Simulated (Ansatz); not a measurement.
Mulliken charges of `[Cl][K]` from r2SCAN/def2-TZVPP in Ansatz (PBE0-D4/def2-TZVP geometry).

```json
{"atom": "Cl1", "x (Å)": "1.157", "y (Å)": "-0.436", "z (Å)": "0.578", "charge (e)": "-0.715"}
{"atom": "K2", "x (Å)": "-1.128", "y (Å)": "0.375", "z (Å)": "-0.574", "charge (e)": "0.715"}
```

**Question.** By hand: the dipole of these point charges (1 e Å = 4.8032 D).

**Answer.** Σ q r = (-1.634, 0.580, -0.824) e Å, of length 1.920 e Å = 9.22 D.

**Question.** How does the dipole of the full density compare? (An estimate is asked.)

**Answer.** The calculation gave: (-1.814, 0.644, -0.914) e Å, 10.24 D; the point charges give 0.90 times that, at 0° from its direction.

Point charges leave out the atoms' own dipoles, such as those of lone pairs, and Mulliken's split depends on the basis, so the close match here is no proof of good charges.
